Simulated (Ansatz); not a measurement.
Ansatz (an electronic-structure program) input (CCSD(T)/cc-pVDZ):

Ansatz 0.2 input:
```yaml
crystal:
  periodic: [false, false, false]
  atoms:
    - {symbol: C, position_ang: [-1.62763951, 0.78748399, 1.15358737]}
    - {symbol: C, position_ang: [-1.10086400, 0.02850108, -0.01563071]}
    - {symbol: C, position_ang: [-1.66172644, -1.32354734, -0.29494563]}
    - {symbol: C, position_ang: [0.20059786, 0.42855176, -0.62927387]}
    - {symbol: C, position_ang: [1.41393602, -0.11232585, 0.13042620]}
    - {symbol: O, position_ang: [2.58960968, 0.33083446, -0.54308308]}
    - {symbol: H, position_ang: [-2.72024443, 0.74976401, 1.19760540]}
    - {symbol: H, position_ang: [-1.32159994, 1.83546252, 1.12744182]}
    - {symbol: H, position_ang: [-1.27062553, 0.37491387, 2.11145136]}
    - {symbol: H, position_ang: [-2.75377907, -1.32706375, -0.22745803]}
    - {symbol: H, position_ang: [-1.37840719, -1.68265710, -1.28659737]}
    - {symbol: H, position_ang: [-1.31021056, -2.07661928, 0.42927516]}
    - {symbol: H, position_ang: [0.26887753, 0.06523965, -1.65905632]}
    - {symbol: H, position_ang: [0.29234070, 1.51833297, -0.66198271]}
    - {symbol: H, position_ang: [1.39656087, 0.25491982, 1.16384785]}
    - {symbol: H, position_ang: [1.37293849, -1.20803369, 0.16000844]}
    - {symbol: H, position_ang: [3.36144812, -0.00291660, -0.07485119]}
basis:
  gaussian:
    orbitals: cc-pVDZ
magnetization: {spin_polarized: true, initial_magnetization: 1}
correlation: {method: ccsd_t, electrons: outside_noble_gas}
```

End of the output:

```
6 core orbitals not correlated
reference -7362.84007095 eV, -270.5793818953 hartree; 19, 18 occupied and 114, 115 virtual orbitals, 1256 factors
second order -23.87464228 eV of doubles, -0.00000000 eV of singles
coupled cluster: 5.60 GiB planned
cycle   1  -25.19310786 eV  change    -1.3e0 eV  update   9.8e-2
cycle   2  -25.83033013 eV  change   -6.4e-1 eV  update   2.9e-2
cycle   3  -25.94483238 eV  change   -1.1e-1 eV  update   1.3e-2
cycle   4  -25.94707502 eV  change   -2.2e-3 eV  update   4.1e-3
cycle   5  -25.94677243 eV  change    3.0e-4 eV  update   1.7e-3
cycle   6  -25.94674678 eV  change    2.6e-5 eV  update   6.5e-4
cycle   7  -25.94658155 eV  change    1.7e-4 eV  update   2.2e-4
cycle   8  -25.94657969 eV  change    1.9e-6 eV  update   8.1e-5
cycle   9  -25.94658320 eV  change   -3.5e-6 eV  update   3.3e-5
perturbative correction -0.72426120 eV, -0.0266161080 hartree
Total energy: -7389.51091534 eV, -271.5595173485 hartree
```

It need not be the lowest isomer of its formula.
